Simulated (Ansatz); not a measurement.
SiBr2. Total charge 0; singlet. Geometry PBE-D4/def2-TZVP.

```xyz
3

Si   -0.665   -0.192   -0.648
Br    1.592   -0.141   -0.898
Br   -0.928    0.332    1.546
```

The 6-31G sets use Cartesian d functions. B3LYP takes the VWN-RPA correlation. HSE06 is defined as in plane-wave codes, on full-range PBE exchange. The restricted singlet is unstable towards broken spin symmetry in Hartree–Fock (as tested in another run); at HF/6-31G this wasn't settled.

Problem. Estimate the orbital energies around the gap (eV) in Ansatz with HF/6-31G, B97M-V/def2-TZVP, B3LYP-D4/6-31G, PBE0-D4/def2-SVP, HSE06-D4/def2-TZVP.

Solution. 
| orbital | HF/6-31G | B97M-V/def2-TZVP | B3LYP-D4/6-31G | PBE0-D4/def2-SVP | HSE06-D4/def2-TZVP |
| --- | --- | --- | --- | --- | --- |
| HOMO−13 | -86.08 | -69.61 | -70.54 | -72.84 | -72.50 |
| HOMO−12 | -85.92 | -69.53 | -70.39 | -72.73 | -72.42 |
| HOMO−11 | -85.92 | -69.53 | -70.39 | -72.73 | -72.42 |
| HOMO−10 | -85.92 | -69.52 | -70.39 | -72.72 | -72.42 |
| HOMO−9 | -85.92 | -69.52 | -70.39 | -72.72 | -72.42 |
| HOMO−8 | -28.81 | -20.84 | -22.29 | -22.21 | -21.79 |
| HOMO−7 | -27.82 | -20.28 | -21.53 | -21.60 | -21.20 |
| HOMO−6 | -18.29 | -12.84 | -14.14 | -13.99 | -13.56 |
| HOMO−5 | -13.72 | -9.88 | -10.64 | -10.77 | -10.35 |
| HOMO−4 | -13.06 | -8.77 | -9.58 | -9.69 | -9.35 |
| HOMO−3 | -12.72 | -8.67 | -9.53 | -9.55 | -9.20 |
| HOMO−2 | -11.80 | -8.00 | -8.68 | -8.78 | -8.47 |
| HOMO−1 | -11.50 | -7.59 | -8.31 | -8.37 | -8.06 |
| HOMO | -10.15 | -6.82 | -7.54 | -7.55 | -7.20 |
| LUMO | -0.78 | -3.73 | -3.71 | -3.14 | -3.52 |
| LUMO+1 | 1.98 | -0.96 | -1.14 | -0.29 | -0.90 |
| LUMO+2 | 2.22 | -0.90 | -0.81 | -0.23 | -0.81 |
| LUMO+3 | 7.41 | 2.74 | 4.15 | 3.78 | 2.82 |
| LUMO+4 | 9.39 | 3.38 | 5.65 | 7.46 | 3.52 |
| LUMO+5 | 9.44 | 3.63 | 5.88 | 8.43 | 3.65 |
